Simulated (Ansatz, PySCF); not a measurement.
Cd(F)(SMe) (CH3CdFS), SMILES [F][Cd][S]C. Atoms are numbered in the order given.

```xyz
7

Cd    -0.7534     0.4208     0.1015
F     -2.4027     1.3790     0.4720
S      1.2393    -0.7423    -0.3168
C      1.4266    -0.5418    -2.1411
H      0.5948    -0.9977    -2.6952
H      2.3521    -1.0732    -2.4053
H      1.5364     0.5118    -2.4324
```

Geometry optimised at B3LYP-D3(BJ)/def2-SVP. The def2 effective core potentials stand for the cores of Cd; spin–orbit coupling is left out. Other conformers were not sampled.

Two levels are set side by side: PBE-D3(BJ)/def2-SVP (Ansatz, a quantum-chemistry and plane-wave program) and B3LYP-D3(BJ)/def2-SVP (Ansatz). Each level has its own optimised geometry; the coordinates shown are those of the second. Frequencies come from the Hessian of PySCF at each geometry. Differences are taken from unrounded values.

```csv
quantity,B3LYP-D3(BJ),PBE-D3(BJ),PBE-D3(BJ) minus B3LYP-D3(BJ)
mean bond length (Å),1.572,1.575,0.004
bond Cd1–F2 (Å),1.943,1.949,0.006
bond Cd1–S3 (Å),2.345,2.340,-0.005
bond S3–C4 (Å),1.845,1.843,-0.002
bond C4–H5 (Å),1.099,1.107,0.008
bond C4–H6 (Å),1.099,1.108,0.008
bond C4–H7 (Å),1.099,1.107,0.008
highest harmonic wavenumber (cm⁻¹),3150,3091,-59
mean harmonic wavenumber (cm⁻¹),1178,1149,-29
zero-point energy (kcal/mol),25.26,24.63,-0.63
```
